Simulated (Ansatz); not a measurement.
Process, species as SMILES: [SiH]=O (O-SiH) → O=[SiH-] (an electron is taken up)
B3LYP-D3(BJ)/def2-TZVP geometries, fixed; electronic energies without zero-point terms; positive where energy is released.

Effect of the final integration grid (spheres per factor e of radius in core and valence, angular degree) at PBE0/def2-TZVPP with Ansatz (a first-principles code), against the last row, where the adiabatic electron affinity is 1.68 eV. Open shells are unrestricted. The default's grid is 13, 11, 36.

```tsv
setting	largest shift of a total energy (mEh)	shift of the adiabatic electron affinity (eV)
accuracy: medium (default)	0.000	0.000
final_grid: 4, 3, 11	-0.434	-0.004
final_grid: 6, 5, 17	-0.040	0.001
final_grid: 8, 7, 23	-0.010	0.000
final_grid: 10, 9, 29	-0.001	0.000
final_grid: 18, 15, 47	0.000	0.000
final_grid: 26, 22, 59	0.000	0.000
```

Within 0.002 eV in the adiabatic electron affinity: accuracy: medium (default); final_grid: 6, 5, 17; final_grid: 8, 7, 23; final_grid: 10, 9, 29; final_grid: 18, 15, 47. The largest shift is 0.434 mEh in a total energy and 0.004 eV in the difference.
